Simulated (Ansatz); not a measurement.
Program: Ansatz. Geometries: PBE0-D4/def2-TZVP. ΔE: electronic, gas phase. CCSD(T)/CBS adds triple-zeta CCSD(T) − MP2 to the extrapolated MP2 energy (def2 sets, frozen cores). Elements past krypton have def2 core potentials. For Ge, In outer-core shells are correlated without core-valence functions, which leaves a few kJ/mol of doubt a bond. Scalar relativity is left out up to krypton.

Consider the formal exchange of groups at a C–In bond: `C#[C][In]([CH3])[CH3]` + `C#[C][GeH]([C]#C)[C]#C` → `C#[C][Ge]([C]#C)([C]#C)[C]#C` + `[CH3][InH][CH3]`.

```tsv
species	CCSD(T)/def2-SVP energy (Eh)
`C#[C][In]([CH3])[CH3]`	-345.26262
`C#[C][GeH]([C]#C)[C]#C`	-2305.31852
`C#[C][Ge]([C]#C)([C]#C)[C]#C`	-2381.19600
`[CH3][InH][CH3]`	-269.37471
```

**Question.** Work out ΔE.

**Answer.** ΔE = (-2381.19600) + (-269.37471) − (-345.26262) − (-2305.31852) = 0.01043 Eh = +27.4 kJ/mol. CCSD(T)/CBS gives +30.9 kJ/mol.

Largest T1 diagnostic among the species: 0.013.

At CCSD(T), def2-SVP lies −3.5 kJ/mol from the extrapolated value and def2-TZVPP −3.0 kJ/mol. The D4 term adds −4.8 kJ/mol with B3LYP and −2.8 kJ/mol with PBE0; it sums over pairs of atoms, weighted by their polarisabilities, and B3LYP, whose exchange is more repulsive, gets the larger term.

B3LYP here is the variant with VWN-RPA as its local correlation; programs differ in this.
